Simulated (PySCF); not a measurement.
## CH6Cl2OSi2

The system: CH6Cl2OSi2, a small molecule; neutral, singlet. The structure, one conformer, was relaxed in the gas phase by PBE0-D3(BJ)/def2-SVP. No frequency run checks that it is a minimum.

SMILES: CO[Si]([SiH3])(Cl)Cl

```xyz
12

Si    0.681    0.721   -0.387
Si    1.465   -1.443   -0.014
Cl    2.169    2.086   -0.020
O    -0.578    1.160    0.573
C    -1.897    0.676    0.517
Cl    0.094    0.870   -2.368
H     2.596   -1.722   -0.946
H     0.357   -2.414   -0.267
H     1.924   -1.575    1.401
H    -2.304    0.735   -0.506
H    -1.959   -0.372    0.860
H    -2.519    1.294    1.178
```
Atom numbers follow the order of the file, from 1.

Shieldings: GIAO PBE0/pcSseg-1. Shifts are against computed references at the same level: C TMS (σ 184.4 ppm), H TMS (σ 31.27 ppm), Si TMS (σ 352.0 ppm). Core levels by delta-SCF with SCAN, pcX-2 on the ionised atom and pcseg-1 elsewhere, spin-free X2C (2p3/2 is the spin-free 2p value less a third of a first-order spin-orbit splitting); from the vacuum level, for chosen atoms.

**Question.** Give the NMR and core-level values of the distinct atoms.

**Answer.** 
```json
{"atoms": "Si1", "bonded to": "2 Cl + 1 O + 1 Si", "σ (ppm)": "334.1", "δ (ppm)": "17.8", "core level (eV)": "2p3/2 108.63"}
{"atoms": "Si2", "bonded to": "1 Si + 3 H", "σ (ppm)": "457.8", "δ (ppm)": "-105.8", "core level (eV)": "2p3/2 107.00"}
{"atoms": "Cl3", "bonded to": "1 Si", "σ (ppm)": "811.9", "δ (ppm)": "-", "core level (eV)": "2p3/2 206.09"}
{"atoms": "O4", "bonded to": "1 C + 1 Si", "σ (ppm)": "267.8", "δ (ppm)": "-", "core level (eV)": "1s 538.58"}
{"atoms": "C5", "bonded to": "1 O + 3 H", "σ (ppm)": "132.2", "δ (ppm)": "52.2", "core level (eV)": "-"}
{"atoms": "Cl6", "bonded to": "1 Si", "σ (ppm)": "818.7", "δ (ppm)": "-", "core level (eV)": "2p3/2 206.02"}
{"atoms": "H7 H8 H9", "bonded to": "1 Si", "σ (ppm)": "27.72", "δ (ppm)": "3.54", "core level (eV)": "-"}
{"atoms": "H10 H11 H12", "bonded to": "1 C", "σ (ppm)": "27.57", "δ (ppm)": "3.70", "core level (eV)": "-"}
```

Values are those of this one static structure, with the three H of a rotating XH3 group averaged; atoms that internal rotation interchanges would show their mean in an NMR spectrum.

**Question.** Which of Si1, Si2 holds its core electrons tightest, and by how much against the loosest?

**Answer.** Si1 (bonded to 2 Cl + 1 O + 1 Si), by 1.63 eV over Si2 (bonded to 1 Si + 3 H).

**Question.** By CAM-B3LYP/def2-SVPD (TDDFT singlets, Tamm-Dancoff triplets, ionisation by delta-SCF), where does absorption start, and what does vertical ionisation take?

**Answer.** The lowest singlet lies at 6.96 eV (f 0.066), the strongest of the first 6 at 7.53 eV (f 0.279), the lowest triplet at 6.11 eV; vertical ionisation takes 10.27 eV.

The 3 runs behind this took 4.2 min in all, one thread each of Arm Neoverse V2 on a shared host, launched as `OMP_NUM_THREADS=1 python cluster_run.py task.json out`.
